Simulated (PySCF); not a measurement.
How good is the calculation?

Atoms are numbered as in `[CH3:1][C:2](=[O:3])[c:4]1[cH:5][cH:6][n:7][cH:8][cH:9]1`; H(Xn) means a hydrogen on atom n.

Published estimates (parent shift plus substituent increments) and measurements: δ $^{13}$C C6/C8 151.4; C4 142.5; C5/C9 121.0; δ $^{1}$H H(C6)/H(C8) 8.80; H(C5)/H(C9) 7.75 ppm (estimated from measurements, as parent shift plus tabulated substituent increment; solution, not stated per compound (mostly CDCl3 or CCl4); Pretsch, Buehlmann, Badertscher, Structure Determination of Organic Compounds, 4th ed. (2009)).

Calculated, not measured (PySCF 2.14.0 with density-fitted response routines): PBE0-D3(BJ)/def2-TZVP structure, shieldings: GIAO B97-2/pcSseg-2. One conformer, no solvent, relativity neglected, rapidly exchanging positions averaged.

(1) How close does the calculation come?

(2) How far are the unscaled $^{13}$C shifts from the references?

(3) How far are the unscaled $^{1}$H shifts from the references?

## Answers

(1) 
Reference values: estimated from measurements, as parent shift plus tabulated substituent increment (solution, not stated per compound (mostly CDCl3 or CCl4); Pretsch, Buehlmann, Badertscher, Structure Determination of Organic Compounds, 4th ed. (2009)).
```csv
atoms,quantity,reference,computed,"computed, scaled"
C6/C8,δ $^{13}$C,151.4,159.4,151.8
C4,δ $^{13}$C,142.5,147.3,140.1
C5/C9,δ $^{13}$C,121.0,127.0,120.6
H(C6)/H(C8),δ $^{1}$H,8.80,9.17,8.77
H(C5)/H(C9),δ $^{1}$H,7.75,8.03,7.69
```

Computed shifts are σ(ref) − σ with the named reference compound (TMS for H and C) calculated as an isolated molecule at the same level. The measured values may be among those fitted. Expected solution values come from regression of measured δ (H and C: mostly CDCl3, vs TMS) on computed σ: $^{13}$C (scatter 2.0 ppm rms, 2.1 ppm with the 3 outliers that the fit left out); $^{1}$H (scatter 0.14 ppm rms, 0.16 ppm with the 5 outliers that the fit left out). Occasional misses reach two or three times the rms, and more in compound classes unlike the fitted ones.

(2) Mean signed difference +6.27 ppm, mean absolute 6.27 ppm over 3 comparisons; the largest is +8.0 ppm at C6/C8 (aromatic CH next to a ring nitrogen).

(3) Mean signed difference +0.32 ppm, mean absolute 0.32 ppm over 2 comparisons; the largest is +0.37 ppm at H(C6)/H(C8) (hydrogen on an aromatic CH next to a ring nitrogen).
